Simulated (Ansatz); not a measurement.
Reaction (homolysis of the Ga–H bond): `C[O][GaH][Br]` → `C[O][Ga][Br]`• + H•

Isolated molecules relaxed with PBE0-D4/def2-TZVP in Ansatz; ΔE leaves out vibrations. CCSD(T)/CBS adds triple-zeta CCSD(T) − MP2 to the extrapolated MP2 energy (def2 sets, frozen cores). This one scheme is used for every species, atoms too. Functionals use def2-TZVPP. Open shells (•) are unrestricted, without spin–orbit coupling. For Br, Ga outer-core shells are correlated without core-valence functions, so the limit isn't a true one: a few kJ/mol of doubt a bond, and 10 to 20 or more in all where bonds break to atoms. Scalar relativity is left out up to krypton. One conformer a species, not always the lowest.

```tsv
level	ΔE (kcal/mol)
LDA (SPW92)	87.6
B2PLYP	81.2
HF/def2-SVP	64.9
SCS-MP2/def2-QZVPP	86.2
```

**Question.** What does CCSD(T)/CBS give? (An estimate is asked.)

**Answer.** Ansatz gave: +86.7 kcal/mol. The listed levels differ from it by 0.9, -5.5, -21.8, -0.5 kcal/mol.

Largest T1 diagnostic among the species: 0.015.

From r2SCAN to r2SCAN0 (25 % exact exchange), in def2-TZVPP and without D4, ΔE moves by +1.0 kcal/mol. The D4 term adds +1.2 kcal/mol with B3LYP and +0.7 kcal/mol with PBE0; it sums over pairs of atoms, weighted by their polarisabilities, and B3LYP, whose exchange is more repulsive, gets the larger term. In def2-TZVPP, CCSD(T) changes the Hartree–Fock value by +20.2 kcal/mol (the triples alone add −0.1 kcal/mol) and MP2 by +18.2 kcal/mol; breaking electron pairs costs correlation energy, which Hartree–Fock lacks.

CCSD(T)/CBS has its own doubt, a few kJ/mol and more with outer-core shells, so smaller differences from it don't rank the levels.

B3LYP here is the variant with VWN-RPA as its local correlation; programs differ in this.
